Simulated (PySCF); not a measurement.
**From computed data to an observable: dipole moment from atomic charges**

Ga(H)2(vinyl) (C2H5Ga), SMILES C=[CH][GaH2]. Atoms are numbered in the order given.

```xyz
8

Ga    -0.0393     0.7444     0.0000
H     -1.5932     0.9856     0.0000
H      0.9712     1.9463     0.0000
C      0.5725    -1.1145     0.0000
C     -0.3079    -2.1339     0.0000
H      1.6415    -1.3676     0.0000
H      0.0036    -3.1867     0.0000
H     -1.3913    -1.9622     0.0000
```
Charge 0, spin multiplicity 1.

Geometry: TPSSh-D3(BJ)/def2-SVP.

Charges (e) from M06-2X/def2-TZVPD (PySCF):

```tsv
atom	IAO	ESP fit
Ga1	0.604	0.696
H2	-0.169	-0.236
H3	-0.165	-0.247
C4	-0.454	-0.314
C5	-0.246	-0.359
H6	0.144	0.125
H7	0.146	0.179
H8	0.139	0.155
```

The dipole moment of the full density is 0.71 D.

### Question
What dipole moment does each set of point charges give, and which comes closer to that of the density?

### Answer

μ = Σ q r, and 1 e Å = 4.8032 D.
IAO: Σ q r = (-0.055, 0.058, 0.000) e Å, |μ| = 0.38 D.
ESP fit: Σ q r = (0.030, -0.125, 0.000) e Å, |μ| = 0.62 D.
ESP fit comes closer in size. Point charges leave out the atoms' own dipoles (lone pairs, polarised bonds); fits to the potential absorb them, partitions of the density don't.
